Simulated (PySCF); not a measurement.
One molecule, one basis, several functionals.

CH7N3Si2.
Z-matrix (Å and degrees, PBE0-D3(BJ)/def2-SVP geometry), rows numbered from 1:
```
N 
C   1  1.1614
Si  2  1.8862  1  174.97
N   3  1.7206  2  114.00  1  -107.31
Si  3  2.3448  2  101.62  1    12.75
N   5  1.7270  3  105.02  2    31.52
H   3  1.4888  2  104.14  1   133.91
H   4  1.0140  3  119.29  2    74.61
H   4  1.0142  3  120.62  2   -69.63
H   5  1.5068  3  106.67  2   -93.89
H   5  1.4940  3  111.66  2   149.97
H   6  1.0153  5  119.38  3   -43.31
H   6  1.0134  5  121.14  3   170.71
```

PySCF, def2-SVPD basis, density fitting, gas phase, PBE0-D3(BJ)/def2-SVP geometry; singlet excitations by full TDDFT with frozen cores, triplets by Tamm–Dancoff TDDFT and ionisation energies by ΔSCF, from the lowest of the holes tried. One functional is left out:

| functional | exact exchange (%) | HOMO energy (eV) | LUMO energy (eV) | lowest singlet excitation (eV) | lowest triplet excitation (eV) | dipole moment (D) | mean polarisability (au) | vertical ionisation energy (eV) |
| --- | --- | --- | --- | --- | --- | --- | --- | --- |
| LDA | 0 | -6.33 | -2.04 | 4.34 | 4.23 | 3.014 | 92.3 | 9.40 |
| PBE | 0 | -6.22 | -1.81 | 4.45 | 4.31 | 2.905 | 90.7 | 9.26 |
| PBE0 | 25 | -7.57 | -0.95 | 5.40 | 5.10 | 2.964 | 86.7 | 9.48 |
| BHandHLYP | 50 | -8.84 | -0.05 | 6.11 | 5.51 | 3.046 | 83.4 | 9.69 |

**Question.** Predict the row of B3LYP (20 % exact exchange) by straight lines through the other rows, and check it.

**Answer.** 
| property | line | computed | computed − line | PBE0 (25 %), for comparison |
| --- | --- | --- | --- | --- |
| HOMO energy (eV) | -7.30 | -7.35 | -0.05 | -7.57 |
| LUMO energy (eV) | -1.17 | -1.14 | +0.03 | -0.95 |
| lowest singlet excitation (eV) | 5.12 | 5.27 | +0.15 | 5.40 |
| lowest triplet excitation (eV) | 4.82 | 5.04 | +0.22 | 5.10 |
| dipole moment (D) | 2.984 | 2.978 | -0.006 | 2.964 |
| mean polarisability (au) | 88.1 | 87.3 | -0.8 | 86.7 |
| vertical ionisation energy (eV) | 9.47 | 10.07 | +0.60 | 9.48 |

**Question.** Which of these properties follows the share of exact exchange most closely, and which least?

**Answer.** Most closely the HOMO energy, least the dipole moment; the correlations over the tabulated rows are HOMO energy -0.999, lowest singlet excitation 0.995, LUMO energy 0.994, lowest triplet excitation 0.985, mean polarisability -0.982, vertical ionisation energy 0.945, dipole moment 0.618. The HOMO energy moves by -0.513 eV for every 10 %. Functionals with the same share still differ in their other parts: at 0 % LDA and PBE differ by 0.11 eV in it.
